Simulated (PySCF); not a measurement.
Computed properties of C4H9NSi, SMILES N[SiH2]C1=CCC1

C4H9NSi, SMILES N[SiH2]C1=CCC1. The structure is a stationary point at TPSSh-D3(BJ)/def2-SVP. This is a generated structure with no PubChem entry under its InChIKey; it may be hypothetical. The values are those of a single conformer. All values are computed for the isolated molecule unless a solvent is named; none is compared with measurement here.

**Structure.** All 39 harmonic modes at TPSSh-D3(BJ)/def2-SVP (PySCF) are real, so it is a minimum. With heavy atoms numbered as in [NH2:1][SiH2:2][C:3]1=[CH:4][CH2:5][CH2:6]1, the shortest bond between them is C3–C4 at 1.355 Å and the longest Si2–C3 at 1.865 Å.

**Vibrations.** The strongest infrared lines (harmonic, unscaled, degenerate partners summed) lie at 2182 cm⁻¹ (202 km/mol, H 97 %), 2238 cm⁻¹ (143 km/mol, H 97 %), 962 cm⁻¹ (140 km/mol, H 49 %, C 42 %). The softest mode is at 68 cm⁻¹ and the zero-point energy is 75.3 kcal/mol.

**Electronic structure.** CAM-B3LYP/def2-TZVP (PySCF) places the frontier levels at -8.38 and 0.90 eV, a gap of 9.28 eV, and gives a dipole moment of 1.00 D and a mean polarisability of 78.3 bohr³. PBE/def2-TZVP (PySCF) at the same geometry gives -5.86 and -1.17 eV, so its gap is 4.59 eV narrower. An orbital gap is neither the optical nor the fundamental gap.

**Excitations.** TDDFT-ωB97X/def2-SVPD (PySCF) has S1 at 6.43 eV (193 nm, f = 0.030, weak); the most intense of the 10 singlets computed lies at 6.56 eV (f = 0.28). T1 (TDA) is at 4.01 eV. TDDFT-PBE/def2-SVPD (PySCF) puts S1 at 4.79 eV. No vertical singlet excitation falls in the visible range (under 3.1 eV).

**NMR.** GIAO shifts at HF/pcSseg-1 (PySCF) (non-relativistic, atoms alike by connectivity averaged): ¹³C from 32.0 to 171.9 ppm against TMS; ¹H from 0.7 to 7.7 ppm against TMS; ²⁹Si at -48.0 ppm against TMS.

**Solvation.** SMD-PBE0/6-31G* (PySCF) gives -1.0 kcal/mol in water, -5.1 kcal/mol in methanol, -4.5 kcal/mol in cyclohexanone (1 M in both phases, gas-phase geometry); of these solvents methanol holds the molecule best.
